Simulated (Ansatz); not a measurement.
Ge(OAc)2H2 (C₄H₈GeO₄), relaxed as a singlet with RKS r2SCAN-D4/def2-SVP in Ansatz, starting from the GFN2-xTB geometry. Force threshold 0.02 eV/Å.

Start:

```xyz
17

Ge    0.0484   -0.8278   -0.3303
O     0.7762    0.7965   -0.8293
C     1.4897    0.6023   -1.9099
C     2.1649    1.8202   -2.4613
O     1.5701   -0.5089   -2.3948
H     2.6997    1.5695   -3.3717
H     2.8558    2.2105   -1.7175
H     1.4188    2.5858   -2.6598
O    -0.8092   -0.0779    1.1245
C    -1.4643   -1.0304    1.7394
C    -2.2362   -0.6009    2.9486
O    -1.4211   -2.1692    1.3181
H    -2.7273   -1.4567    3.4010
H    -2.9737    0.1424    2.6542
H    -1.5578   -0.1352    3.6598
H     1.1495   -1.7051    0.1652
H    -0.9833   -1.2151   -1.3362
```

```tsv
step	energy (eV)	largest force component (eV/Å)	SCF passes
1	-68964.0840	0.941	21
2	-68964.1360	0.334	22
3	-68964.1409	0.108	22
4	-68964.1409	0.114	14
5	-68964.1411	0.070	22
6	-68964.1413	0.003	22
```

Force components are those of the run's own axes.

End:

Cartesian coordinates in Å:
```
Ge 0.0462 -0.8228 -0.3306
O 0.7727 0.8079 -0.8290
C 1.4978 0.5990 -1.9220
C 2.1690 1.8234 -2.4659
O 1.5818 -0.5216 -2.4052
H 2.7213 1.5778 -3.3799
H 2.8527 2.2330 -1.7068
H 1.4155 2.5991 -2.6682
O -0.8135 -0.0673 1.1273
C -1.4738 -1.0408 1.7439
C -2.2377 -0.6025 2.9563
O -1.4315 -2.1860 1.3161
H -2.7385 -1.4605 3.4186
H -2.9767 0.1601 2.6674
H -1.5515 -0.1264 3.6725
H 1.1573 -1.7320 0.1628
H -0.9911 -1.2403 -1.3573
```

By distances, no bond broke or formed. The bond that changes most is Ge1–H17, from 1.49 to 1.52 Å (atoms count from 1).

No frequencies were taken in this run, so the end may be a saddle point.

Hardware: 2 threads of AMD EPYC 7R13 on a shared host and a share (18 GiB) of an NVIDIA H100 80GB HBM3. Wall time 7.5 s, peak host memory 0.81 GiB.
